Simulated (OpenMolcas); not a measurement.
**N²⁺: effect of the level shift or regulariser**

```
Program             : OpenMolcas 26.06
Basis               : ANO-R2 [4s4p2d1f]
Scalar Hamiltonian  : X2C, finite nucleus
Active space        : 3 electrons in 4 orbitals (2s 2p)
State averaging     : 2S+1 = 4 odd, 1 root; 2S+1 = 2 odd, 11 roots; 2S+1 = 4 even, 3 roots; 2S+1 = 2 even, 9 roots
Spin-orbit coupling : RASSI with atomic mean-field integrals over the reference wave functions, term energies averaged over their components
```

Methods on the same reference wave functions:
A. CASSCF
B. MS-CASPT2, IPEA 0.25 Eh, imaginary shift 0.1 Eh (closed shells correlated: 1s)
C. MS-CASPT2, IPEA 0.25 Eh, imaginary shift 0.3 Eh (closed shells correlated: 1s)

Energies in cm-1 above 2s2 2p 2P* 1/2, the measured ground level; measured values from Moore, Selected Tables of Atomic Spectra, NSRDS-NBS 3, section 5.

| Level | A | B | C | Measured |
| --- | --- | --- | --- | --- |
| 2s2 2p 2P* 1/2 | 0.0 | 0.0 | 0.0 | 0.0 |
| 2s2 2p 2P* 3/2 | 158 | 158 | 158 | 174 |
| 2s 2p2 4P 1/2 | 51338 | 55830 | 55830 |  |
| 2s 2p2 4P 3/2 | 51395 | 55890 | 55890 | 57247 |
| 2s 2p2 4P 5/2 | 51488 | 55980 | 55980 | 57328 |
| 2s 2p2 2D 3/2 | 106882 | 101170 | 101180 | 101031 |
| 2s 2p2 2D 5/2 | 106882 | 101170 | 101180 | 101024 |
| 2s 2p2 2S 1/2 | 136074 | 131340 | 131420 | 131004 |
| 2s 2p2 2P 1/2 | 156837 | 147900 | 147900 | 145876 |
| 2s 2p2 2P 3/2 | 156949 | 148020 | 148010 | 145986 |
| 2p3 4S* 3/2 | 184131 | 185770 | 185760 | 186797 |
| 2p3 2D* 3/2 | 213558 | 204170 | 204180 | 203089 |
| 2p3 2D* 5/2 | 213558 | 204170 | 204180 | 203075 |
| 2p3 2P* 1/2 | 243457 | 232170 | 232180 | 230404 |
| 2p3 2P* 3/2 | 243465 | 232170 | 232190 | 230409 |

Deviations, from unrounded energies. A percentage is the sum of absolute deviations over the sum of measured energies, with the sign that they share, or ± where signs differ.

| Against measurement | Levels | A | B | C |
| --- | --- | --- | --- | --- |
| mean absolute deviation (cm-1) | 13 | 7700 | 1100 | 1100 |
| fine structure of the ground term (%) | 1 | -9.6 | -9.2 | -9.2 |
| other configurations (%) | 12 | ±5.6 | ±0.8 | ±0.8 |

B, C lie about equally close to measurement and A furthest from it. The largest miss of B in the table is 2s 2p2 2P 3/2, by +2000 cm-1. The ranking rests on the paired levels alone, and a cruder setting can come out closer through cancelling errors.

Between B and C the level of the table that moves most is 2s 2p2 2S 1/2, by 90 cm-1 (lowest in B, highest in C). Moves below CASPT2's spread within the term are not significant.

The mean deviations of B to C differ by less than CASPT2's widest spread within a term (990 cm-1), so their order carries little weight.

The lowest spin-free term lies below A's lowest term by 0.046 hartree in B, 0.046 hartree in C.

CASPT2 does not keep the components of a term degenerate, so their means are used; among the terms shown or strongly mixed into the levels shown the widest spread is 990 cm-1 (2p3 2D*, B). Computed and measured levels are paired by configuration, term and J; levels that our copy of the source lacks, or whose pairing is in doubt (as where it misses far off the trend of its configuration), stay unpaired and out of the deviations. Levels of configurations outside the active space are missing.

* marks odd parity.
